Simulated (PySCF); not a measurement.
## Correlation energy of Tm⁵⁹⁺ (thulium, charge +59)

Starting occupation: [Ne]. Computed with PySCF 2.14 in an uncontracted even-tempered set (17 s from 9.9 bohr⁻², ratio 2.6; 13 p from 13 bohr⁻², ratio 2.6; 6 d from 13 bohr⁻², ratio 2.8; 3 f from 280 bohr⁻², ratio 2.8), with X2C-1e with screened-nucleus spin-orbit coupling, Gaussian nucleus. Frozen: 1s2; 8 electrons correlated; the 48 highest virtual spinors left out.

MP2 pair energies summed by pair of shells (mhartree):

```tsv
pair	energy	share (%)
2p1/2-2p3/2	-105.92	33.1
2p3/2-2p3/2	-99.17	31.0
2p3/2-2s1/2	-50.09	15.7
2p1/2-2s1/2	-26.74	8.4
2p1/2-2p1/2	-24.64	7.7
2s1/2-2s1/2	-13.26	4.1
```

Total MP2 correlation energy: -319.82 mhartree.

The virtual space was cut to 52 spinors, which keep -264.99 of the -319.82 mhartree of MP2 correlation.

```tsv
level	correlation energy (mhartree)
CCSD	-265.96
(T)	-0.02
CCSD(T)	-265.98
```

Diagnostics: T1 = 2.1e-05, largest double amplitude 0.002.

Cost of the coupled-cluster step: about 18 core-seconds, for 8 occupied and 52 virtual spinors.

The coupled-cluster values are those of the cut space; adding the MP2 remainder, -54.83 mhartree, estimates the full space.

At this charge the one-electron X2C treatment keeps the bare 1/r₁₂, with no two-electron picture change or Breit term. The effect here is smaller than on the frozen 1s shell.
